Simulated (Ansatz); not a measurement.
Consider the redistribution: `CO[Si](C)(N)Br` + `[CH3][Cd][F]` → `CO[Si](C)(N)F` + `[CH3][Cd][Br]`.

Program: Ansatz. Geometries: PBE0-D4/def2-TZVP. ΔE: electronic, gas phase. CCSD(T)/CBS adds triple-zeta CCSD(T) − MP2 to the extrapolated MP2 energy (def2 sets, frozen cores). Functionals use def2-TZVPP. B3LYP here is the variant with VWN-RPA as its local correlation; programs differ in this. def2 core potentials past Kr. For Br, Cd outer-core shells are correlated without core-valence functions, which leaves a few kJ/mol of doubt a bond. Scalar relativity is left out up to krypton. One conformer a species, not always the lowest.

| level | ΔE (kcal/mol) | difference from CCSD(T)/CBS |
| --- | --- | --- |
| PBE-D4 | -31.6 | 4.5 |
| ωB97X-V | -35.4 | 0.7 |
| ωB97M-V | -36.2 | -0.1 |
| PBE | -32.6 | 3.5 |
| r2SCAN | -35.4 | 0.7 |
| PBE0 | -36.2 | -0.1 |
| B3LYP | -37.0 | -0.9 |
| HF/def2-TZVPP | -45.0 | -8.9 |
| MP2/def2-TZVPP | -36.3 | -0.2 |
| CCSD/def2-TZVPP | -38.3 | -2.2 |
| HF/def2-QZVPP | -44.6 | -8.5 |
| MP2/def2-QZVPP | -35.6 | 0.5 |
| SCS-MP2/def2-QZVPP | -36.2 | -0.1 |
| HF/CBS(def2) | -44.5 | -8.4 |
| MP2/CBS(def2) | -35.4 | 0.7 |
| CCSD/CBS(def2) | -37.3 | -1.2 |
| CCSD(T)/CBS | -36.1 | 0 |

Largest T1 diagnostic among the species: 0.014.

From PBE to PBE0 (25 % exact exchange), in def2-TZVPP and without D4, ΔE moves by −3.6 kcal/mol. In def2-TZVPP, CCSD(T) changes the Hartree–Fock value by +8.0 kcal/mol (the triples alone add +1.2 kcal/mol) and MP2 by +8.8 kcal/mol. The D4 term adds +1.7 kcal/mol with B3LYP and +0.9 kcal/mol with PBE0; it sums over pairs of atoms, weighted by their polarisabilities, and B3LYP, whose exchange is more repulsive, gets the larger term.
